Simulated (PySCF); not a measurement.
## Orbital picture of NaBi

PBE0 at R = 2.998 Å; Na cc-pVDZ, Bi cc-pVDZ-PP with ECP60; scalar-relativistic core potentials (PySCF 2.14). State: ³Σ⁻ (triplet), unpaired electrons π ↑↑. Only the outer orbitals are listed, counted within each symmetry, core potentials removing the inner ones.

| spin | orbital | occ. | ε (eV) | on Na (%) | main shells (%) |
| --- | --- | --- | --- | --- | --- |
| α | 7σ | 1 | -15.05 | 2 | 98 Bi s |
| α | 4π | 1 | -5.01 | 4 | 96 Bi p |
| α | 4π | 1 | -5.01 | 4 | 96 Bi p |
| α | 8σ | 1 | -4.95 | 22 | 77 Bi p, 19 Na s |
| α | 9σ | 0 | -1.52 | 91 | 76 Na s, 15 Na p, 10 Bi p |
| α | 5π | 0 | -0.02 | 98 | 98 Na p |
| α | 5π | 0 | -0.02 | 98 | 98 Na p |
| β | 7σ | 1 | -13.38 | 4 | 96 Bi s |
| β | 8σ | 1 | -4.28 | 39 | 60 Bi p, 36 Na s |
| β | 4π | 0 | -1.81 | 18 | 82 Bi p, 16 Na p |
| β | 4π | 0 | -1.81 | 18 | 82 Bi p, 16 Na p |
| β | 9σ | 0 | -1.55 | 80 | 56 Na s, 24 Na p, 20 Bi p |

Question: Which are the highest filled and the lowest empty level, where do they sit, and how wide is the gap?

Answer: Highest filled β 8σ at -4.28 eV (in %: 60 Bi p, 36 Na s); lowest empty β 4π at -1.81 eV (in %: 82 Bi p, 16 Na p); the gap at PBE0 is 2.47 eV.

```
bond order (Mayer)                               : 1.05
⟨S²⟩                                             : 2.036
charge on Na (Mulliken, basis-dependent)         : 0.24
charge on Na (Löwdin, basis-dependent)           : 0.20
dipole moment (positive dipole means Na(−)Bi(+)) : -5.94 D
polarisability along the bond                    : 197.6 bohr³
polarisability across the bond                   : 80.7 bohr³
```

These are scalar-relativistic numbers at best; spin–orbit coupling would shift them, the dissociation energy most. The state was picked by a PBE0 search and need not be the measured ground state.
